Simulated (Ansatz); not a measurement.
Dissociation curve of LiNa, singlet.

- RMP2 = MP2 on RHF/cc-pVDZ, frozen core (Ansatz, an electronic-structure program)
- UKS-PBE0 = unrestricted PBE0/cc-pVDZ run with Ansatz
- UHF/cc-pVDZ (Ansatz)
- FCI = full CI/cc-pVDZ, frozen core in Ansatz

Energies relative to the lowest point of each curve near equilibrium, in eV:

| R / Å | RMP2 | UKS-PBE0 | UHF |
|---|---|---|---|
| 2.33 | 0.401 | 0.322 | 0.458 |
| 2.63 | 0.101 | 0.064 | 0.172 |
| 2.75 | 0.042 | 0.020 | 0.104 |
| 2.83 | 0.018 | 0.005 | 0.070 |
| 2.93 | 0.003 | 0.000 | 0.039 |
| 2.99 | 0.000 | 0.003 | 0.025 |
| 3.40 | 0.076 | 0.107 | 0.001 |
| 3.65 | 0.173 | 0.207 | 0.016 |
| 4.36 | 0.512 | 0.468 | 0.071 |
| 5.34 | 0.923 | 0.668 | 0.109 |
| 7.18 | 1.253 | 0.745 | 0.122 |
| 8.89 | 1.156 | 0.748 | 0.122 |

Estimate the FCI values at these points.

2.33: 0.363; 2.63: 0.084; 2.75: 0.033; 2.83: 0.012; 2.93: 0.001; 2.99: 0.000; 3.40: 0.082; 3.65: 0.175; 4.36: 0.460; 5.34: 0.702; 7.18: 0.802; 8.89: 0.811 (eV).

The restricted form behind RMP2 keeps the bonding electrons paired and can't separate into open-shell fragments. The T1 diagnostic of CCSD on the restricted reference of RMP2 exceeds 0.045 at 4.36 to 8.89 Å. The unrestricted determinant behind UKS-PBE0 is spin-contaminated at 3.65 to 8.89 Å (<S²> up to 1.0, against 0.00 for a pure singlet). The unrestricted determinant behind UHF is spin-contaminated at 2.33 to 8.89 Å (<S²> up to 1.0, against 0.00 for a pure singlet).
